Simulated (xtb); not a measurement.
C4H9S (SMILES [CH2]C(C)(C)S), doublet, geometry from GFN2-xTB; GFN2-xTB with GBSA(methanol) run with xtb.

Input for xtb:
```
$ xtb mol.xyz --gfn 2 --uhf 1 --gbsa methanol --json

# file mol.xyz
14

C      0.58743936     0.37937218     1.48279252
C      0.24494271    -0.33022421     0.30011842
C     -0.80105123    -1.41535076     0.45284245
C      1.41092554    -0.75110211    -0.57326414
S     -0.64174228     1.10319047    -0.80711740
H     -0.12440477     0.49367211     2.27999453
H      1.47810212     0.97792090     1.52002766
H     -0.35156060    -2.27653823     0.94591929
H     -1.17349404    -1.72970817    -0.51913272
H     -1.63885989    -1.07321425     1.05655524
H      1.05683430    -1.10915794    -1.53692940
H      1.95956425    -1.55286840    -0.08168852
H      2.08692557     0.08392280    -0.73928868
H     -1.67876878     1.23875316     0.01348557
```

What the program printed (banner, timings and long lists left out):

```
   ID    Z sym.   atoms
    1    6 C      1-4
    2   16 S      5
    3    1 H      6-14

           -------------------------------------------------
          |                Calculation Setup                |
           -------------------------------------------------

           -------------------------------------------------
          |                 G F N 2 - x T B                 |
           -------------------------------------------------

      * Solvation model:               GBSA
        Solvent                        methanol
        Parameter file                 internal GFN2-xTB/GBSA
        Dielectric constant                3.2700E+01
        Reference state                gsolv [1 M gas/solution]
        Free energy shift                  3.3569E-03 Eh       2.1065E+00 kcal/mol
        Temperature                        2.9815E+02 K
        Density                            7.9200E-01 kg/L
        Solvent mass                       3.2040E+01 g/mol
        Interaction kernel             Still
        Born radius scaling (c1)           1.6087E+00
        Born radii integrator          GBOBC
        Born offset                        5.6550E-04 a0       1.0686E-03 AA
        H-bond correction              true
        Ion screening                  false
        Surface tension                    1.0000E-05 Eh       1.5569E+01 dyn/cm
        Grid points                               230 per atom

          ...................................................
          :                      SETUP                      :
          :.................................................:
          :  # basis functions                  35          :
          :  # atomic orbitals                  34          :
          :  # shells                           20          :
          :  # electrons                        31          :
          :  max. iterations                   250          :
          :  Hamiltonian                  GFN2-xTB          :
          :  restarted?                      false          :
          :  GBSA solvation                   true          :
          :  PC potential                    false          :
          :  electronic temp.          300.0000000     K    :
          :  accuracy                    1.0000000          :
          :  -> integral cutoff          0.2500000E+02      :
          :  -> integral neglect         0.1000000E-07      :
          :  -> SCF convergence          0.1000000E-05 Eh   :
[...]
         :: total energy             -16.328072459377 Eh    ::
[...]
    14   1 H        0.923     0.178     1.215     1.724

 Mol. C6AA /au·bohr⁶  :       2030.951275
 Mol. C8AA /au·bohr⁸  :      56389.582286
 Mol. α(0) /au        :         70.594708

Wiberg/Mayer (AO) data.
largest (>0.10) Wiberg bond orders for each atom

 ---------------------------------------------------------------------------
     #   Z sym  total        # sym  WBO       # sym  WBO       # sym  WBO
 ---------------------------------------------------------------------------
     1   6 C    3.539 --     2 C    1.250     7 H    0.981     6 H    0.980
                             5 S    0.286
     2   6 C    3.959 --     1 C    1.250     3 C    1.010     4 C    1.005
                             5 S    0.684
     3   6 C    3.993 --     2 C    1.010    10 H    0.983     9 H    0.983
                             8 H    0.972
     4   6 C    3.994 --     2 C    1.005    13 H    0.984    11 H    0.983
                            12 H    0.974
     5  16 S    1.990 --    14 H    0.960     2 C    0.684     1 C    0.286
     6   1 H    0.998 --     1 C    0.980
     7   1 H    0.998 --     1 C    0.981
     8   1 H    0.997 --     3 C    0.972
     9   1 H    0.997 --     3 C    0.983
    10   1 H    0.997 --     3 C    0.983
    11   1 H    0.997 --     4 C    0.983
    12   1 H    0.997 --     4 C    0.974
    13   1 H    0.998 --     4 C    0.984
    14   1 H    0.968 --     5 S    0.960
 ---------------------------------------------------------------------------

Topologies differ in total number of bonds
Writing topology from bond orders to xtbtopo.mol

molecular dipole:
                 x           y           z       tot (Debye)
 q only:       -0.024      -0.666       0.570
   full:       -0.033      -0.690       0.733       2.560
molecular quadrupole (traceless):
                xx          xy          yy          xz          yz          zz
 q only:        2.233      -0.395      -0.529      -1.574       1.935      -1.705
  q+dip:        2.849       0.237      -1.148      -2.270       3.344      -1.700
   full:        2.971      -0.481      -1.118      -2.351       2.661      -1.854

           -------------------------------------------------
          | TOTAL ENERGY              -16.328072459377 Eh   |
          | GRADIENT NORM               0.003896895279 Eh/α |
          | HOMO-LUMO GAP               3.261196504777 eV   |
           -------------------------------------------------

normal termination of xtb
```
